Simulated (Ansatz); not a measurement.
GaGeH7Si, SMILES `[SiH3][GeH2][GaH2]`, 10 atoms. Total charge 0; spin multiplicity 1. Correlated methods include outer-core shells of Ga, Ge, which these sets cover unevenly. Scalar relativity is left out up to krypton. Hardware: A = 2 threads of an AMD EPYC 7R13 on a shared host; B = 2 threads of an AMD EPYC 7R13 on a shared host and a share of an NVIDIA H100 80 GB. Correlated methods freeze the cores. Open-shell runs search over several starts.

(1) How many basis functions does each run have, and how long does it take in Ansatz? RKS PBE0-D4/def2-SVP energy [A]; UHF-MP2/def2-QZVPP energy of the cation [B]; direct RPA on PBE orbitals/def2-TZVPP energy [A]; UHF-CCSD(T)/def2-TZVPP energy of the cation [B]; RKS ωB97M-V/def2-QZVPP energy [B]; RKS r2SCANh-D4/def2-TZVPP energy [A]; RKS PBE0-D4/def2-TZVP relaxation (22 steps) [B]; UKS r2SCAN-D4/def2-TZVPP energy of the cation [A]; UKS ωB97M-V/def2-TZVPP energy of the cation [A]; RKS r2SCAN0-D4/def2-TZVPP energy [A]; RHF-CCSD(T)/def2-TZVPP energy [B]; RKS PBE0-D4/def2-QZVPP energy [B]. (Estimate.)

Results:

(1) The calculation gave: Other jobs shared the machine, so times are rough.

```json
{"level": "RKS PBE0-D4/def2-SVP", "job": "energy [A]", "functions": "117", "wall time": "2.2 s", "peak host memory (GiB)": "0.45"}
{"level": "RHF-CCSD(T)/def2-TZVPP", "job": "energy [B]", "functions": "236", "wall time": "3.5 s", "peak host memory (GiB)": "0.81"}
{"level": "RKS PBE0-D4/def2-QZVPP", "job": "energy [B]", "functions": "458", "wall time": "3.8 s", "peak host memory (GiB)": "0.95"}
{"level": "direct RPA on PBE orbitals/def2-TZVPP", "job": "energy [A]", "functions": "236", "wall time": "6 s", "peak host memory (GiB)": "0.53"}
{"level": "RKS ωB97M-V/def2-QZVPP", "job": "energy [B]", "functions": "458", "wall time": "7.5 s", "peak host memory (GiB)": "1.1"}
{"level": "RKS r2SCAN0-D4/def2-TZVPP", "job": "energy [A]", "functions": "236", "wall time": "7.5 s", "peak host memory (GiB)": "0.85"}
{"level": "RKS r2SCANh-D4/def2-TZVPP", "job": "energy [A]", "functions": "236", "wall time": "7.5 s", "peak host memory (GiB)": "0.84"}
{"level": "UHF-MP2/def2-QZVPP", "job": "energy of the cation [B]", "functions": "458", "wall time": "9.5 s", "peak host memory (GiB)": "1"}
{"level": "UHF-CCSD(T)/def2-TZVPP", "job": "energy of the cation [B]", "functions": "236", "wall time": "12 s", "peak host memory (GiB)": "0.85"}
{"level": "UKS r2SCAN-D4/def2-TZVPP", "job": "energy of the cation [A]", "functions": "236", "wall time": "20 s", "peak host memory (GiB)": "0.53"}
{"level": "RKS PBE0-D4/def2-TZVP", "job": "relaxation (22 steps) [B]", "functions": "175", "wall time": "21 s", "peak host memory (GiB)": "0.89"}
{"level": "UKS ωB97M-V/def2-TZVPP", "job": "energy of the cation [A]", "functions": "236", "wall time": "42 s", "peak host memory (GiB)": "1.4"}
```
